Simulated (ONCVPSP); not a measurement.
## tin (Sn): one change to an ONCV potential, before and after

tin, optimised norm-conserving Vanderbilt (ONCV), made with ONCVPSP 4.0.1 (BLYP, scalar-relativistic). Core [Kr] 4d10, reference 5s1.5 5p2.5. Waves: 5s: rc 1.60 bohr, ncon 3, nbas 8, qcut 4 1/bohr, 2 projectors, debl 0.8 Ha; 5p: rc 2.80 bohr, ncon 4, nbas 7, qcut 2.7 1/bohr, 2 projectors, debl 1.7 Ha; d scattering state at 0.17 Ha: rc 2.95 bohr, ncon 3, nbas 6, qcut 3.9 1/bohr, 3 projectors, debl 3.8 Ha. Local part: polynomial inside 1.20 bohr (lpopt 5, dvloc0 1 Ha). Core correction: Teter function fitted to the true core (icmod 2), fcfact 0.7.

All-electron outer shells of the reference configuration (BLYP, scalar-relativistic, ld1.x):

| shell | level (eV) | outermost node (bohr) | outermost maximum (bohr) |
| --- | --- | --- | --- |
| 4p | -90.20 | 0.41 | 0.79 |
| 4d | -26.36 | 0.39 | 0.88 |
| 5s | -10.91 | 0.98 | 1.99 |
| 5p | -3.89 | 1.09 | 2.52 |

Change: p: debl 0.45.

Cutoffs: the cutoffs (Ha) at which the residual kinetic energy of the hardest occupied pseudo-wave falls to 1 and 0.1 mHa per electron; they do not see the model core or the augmentation charge, which bear on the density cutoff. Errors are all-electron minus pseudo energies relative to the spin-unpolarised reference configuration.

Problem. How do hardness, ghosts and transferability respond?

Solution. The potential gets neither clearly harder nor softer (19 Ha and 81 Ha → 19 Ha and 81 Ha); both files keep a bound ghost (s); the lowest positive-energy flag moves from p at 30.8 eV to p at 12.2 eV; the errors of the 4 common tests hardly move.

| quantity | base | changed |
| --- | --- | --- |
| cutoff, loose | 19 Ha | 19 Ha |
| cutoff, tight | 81 Ha | 81 Ha |
| bound ghosts | s | s |
| GHOST(+) flags under 300 eV | p at 30.8 eV, d at 230.6 eV | p at 12.2 eV, d at 230.6 eV |
| error for 5s2 5p2, meV [ΔE -3.48 eV] | +0.3 | +0.4 |
| error for 5s2 5p1, meV [ΔE 3.33 eV] | +2.9 | +2.8 |
| error for 5s2 5p0, meV [ΔE 17.31 eV] | -28 | -28 |
| error for 5s1 5p2, meV [ΔE 10.99 eV] | -14 | -14 |
| s: phases at 1.63 bohr within 0.05 rad from the reference energy up to (Ha; the scan ends near 5) | to the end of the scan | to the end of the scan |
| p: phases at 2.84 bohr within 0.05 rad from the reference energy up to (Ha; the scan ends near 5) | 1.1 | 1.8 |
| d: phases at 3.00 bohr within 0.05 rad from the reference energy up to (Ha; the scan ends near 5) | 2.0 | 2.0 |
| rms error of d²Exc/dni dnj with the model core, mHa | 1.51 | 1.51 |

 A true bound ghost makes a file unfit for plane-wave use even where its test errors are small: the radial tests pick states by their node count and pass the ghost by.
